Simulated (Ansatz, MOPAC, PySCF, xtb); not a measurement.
Dimer: CH4O (SMILES CO) (first 6 atoms) with HBr (SMILES Br); geometry from B3LYP-D3(BJ)/def2-TZVP, rigid monomers moved along the line of their centres of mass till O2···H8 is 1.60 Å.
(charge 0, multiplicity 1):
| atom | x (Å) | y (Å) | z (Å) |
|---|---|---|---|
| C | -0.1565 | 0.4894 | 0.2119 |
| O | -0.1782 | -0.7630 | 0.9054 |
| H | -0.0389 | 0.3383 | -0.8634 |
| H | 0.7040 | 1.0369 | 0.5894 |
| H | -1.0601 | 1.0723 | 0.4066 |
| H | -0.9356 | -1.2792 | 0.6077 |
| Br | -0.5240 | -0.0200 | 3.8487 |
| H | -0.3172 | -0.4422 | 2.4681 |

Counterpoise-corrected where a basis set is named; no monomer relaxation.

Rows in 6-31G* carry no dispersion term and start afresh at each structure (6-31G* with six Cartesian d functions); the Pople sets are all-electron and without relativity. The state that PM6 reach isn't checked.

Run with Ansatz (Gaussian basis) for Hartree–Fock, density functionals and correlated methods; MOPAC for PM6 (differences of heats of formation); PySCF for 6-31G* rows; xtb for the GFN methods. Values without a source in brackets are computed.

Question: One of these levels gives 28.8 meV for the interaction energy. Name it.
A. HF/6-31G*
B. PM6
C. HF/aug-cc-pVDZ
D. GFN-FF

Answer: D, GFN-FF. The others give -265.5 (PM6), -53.0 (HF/6-31G*), -26.3 (HF/aug-cc-pVDZ)

Ansatz is a first-principles code.
